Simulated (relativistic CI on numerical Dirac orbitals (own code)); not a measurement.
# Line list: Electric-dipole lines, Br²⁹⁺

Calculated at this level of theory: Dirac-Coulomb-Breit CI, KLI orbitals optimised for each configuration, model QED (radiative potential, 1s self-energy scaled to tabulated hydrogen-like ionisation energies), unscaled Slater integrals (own radial code, finite nucleus).

Configuration list (outside the closed core 1s2): 2s2 2p2, 2s 2p3, 2p4, 2p3 3s, 2p3 3p, 2p3 3d, 2s2 2p 3s, 2s2 2p 3p, 2s2 2p 3d, 2s 2p2 3s, 2s 2p2 3p, 2s 2p2 3d, 2s2 2p 4s, 2s2 2p 4p, 2s2 2p 4d, 2s2 2p 4f. Levels of other configurations are missing.

```csv
λ vac (Å),Lower,Upper,A (s⁻¹),gf,Branching (%)
6.2243,2s2 2p2 3P_1 [2],2s2 2p 3d 3P°_1 [51],4.54e+13,7.92e-01,66.2
6.2446,2s2 2p2 3P_1 [2],2s2 2p 3d 1D°_2 [47],2.82e+13,8.24e-01,56.7
6.2511,2s2 2p2 3P_0 [1],2s2 2p 3d 3D°_1 [35],7.86e+13,1.38e+00,86.8
6.2545,2s 2p3 3D°_2 [8],2s 2p2 3d 3D_2 [137],3.91e+13,1.15e+00,55.4
6.2612,2s 2p3 5S°_2 [6],2s 2p2 3d 5P_1 [97],9.59e+13,1.69e+00,98.6
6.2614,2s 2p3 3D°_1 [7],2s 2p2 3d 3F_2 [125],7.50e+13,2.20e+00,88.0
6.2640,2s2 2p2 3P_2 [3],2s2 2p 3d 3D°_3 [50],6.09e+13,2.51e+00,89.8
6.2661,2s 2p3 5S°_2 [6],2s 2p2 3d 5P_2 [95],7.67e+13,2.26e+00,93.2
6.2667,2s 2p3 5S°_2 [6],2s 2p2 3d 5D_3 [94],2.74e+13,1.13e+00,47.7
6.2753,2s 2p3 1D°_2 [12],2s 2p2 3d 3D_3 [159],3.70e+13,1.53e+00,85.2
6.2863,2s 2p3 3D°_3 [9],2s 2p2 3d 1G_4 [142],5.51e+13,2.94e+00,99.8
6.3081,2s 2p3 3D°_3 [9],2s 2p2 3d 3D_3 [136],5.11e+13,2.13e+00,66.6
6.3160,2s 2p3 3D°_3 [9],2s 2p2 3d 3F_4 [133],3.11e+13,1.67e+00,99.9
6.3312,2s 2p3 5S°_2 [6],2s 2p2 3d 5F_3 [84],3.15e+13,1.33e+00,94.5
6.3754,2s 2p3 1D°_2 [14],2s 2p2 3d 1F_3 [169],1.06e+14,4.53e+00,87.4
6.3814,2s2 2p2 1D_2 [4],2s2 2p 3d 1F°_3 [57],1.04e+14,4.43e+00,88.8
6.3909,2s2 2p2 3P_1 [2],2s2 2p 3d 3P°_2 [32],5.23e+13,1.60e+00,87.4
6.4052,2s 2p3 3D°_2 [8],2s 2p2 3d 3D_3 [106],3.08e+13,1.33e+00,50.8
6.4125,2s2 2p2 1D_2 [4],2s2 2p 3d 3P°_2 [53],4.30e+13,1.32e+00,66.2
6.4226,2s2 2p2 3P_2 [3],2s2 2p 3d 3F°_3 [34],4.37e+13,1.89e+00,99.7
6.4253,2s 2p3 5S°_2 [6],2s 2p2 3d 5D_3 [66],3.11e+13,1.35e+00,95.8
6.4384,2s 2p3 1P°_1 [15],2s 2p2 3d 1D_2 [173],9.97e+13,3.10e+00,83.4
6.4488,2s 2p3 1D°_2 [12],2s 2p2 3d 3F_3 [127],4.46e+13,1.95e+00,78.7
6.4512,2s2 2p2 1S_0 [5],2s2 2p 3d 1P°_1 [58],7.15e+13,1.34e+00,92.5
6.4521,2s 2p3 3D°_3 [9],2s 2p2 3d 3F_4 [107],6.08e+13,3.42e+00,99.9
6.4687,2s 2p3 3D°_2 [8],2s 2p2 3d 3F_3 [90],2.56e+13,1.12e+00,53.2
6.4979,2s 2p3 1D°_2 [14],2s 2p2 3d 1D_2 [149],5.87e+13,1.86e+00,75.2
6.5106,2p4 3P_2 [16],2p3 3d 3D°_3 [188],5.19e+13,2.31e+00,99.4
6.5137,2s 2p3 1D°_2 [14],2s 2p2 3d 3D_3 [145],3.67e+13,1.64e+00,64.9
6.5325,2s 2p3 3D°_1 [7],2s 2p2 3d 3F_2 [73],4.04e+13,1.29e+00,96.4
```

Terms are leading LS components. Brackets give the number of a level in order of energy, since labels repeat. The list gives strong lines, with weight on those to low levels, without lines whose two gauges differ by over a factor of 2.5, among the lowest 200 of 274 levels, so that lines to higher ones, which can be the strongest, are missing. Levels whose partners in the same complex of configurations lie outside the list can be far off, and so can their lines. Rates are taken at the computed energies, electric ones in the length gauge.

At this charge energies of transitions that change n are usually good to better than 1 %, and those within a shell (Δn = 0) to a few per cent.

LS names give the leading component of a level, which can be under half, so a name can repeat, a term be missing and a line seem to break the LS rules.
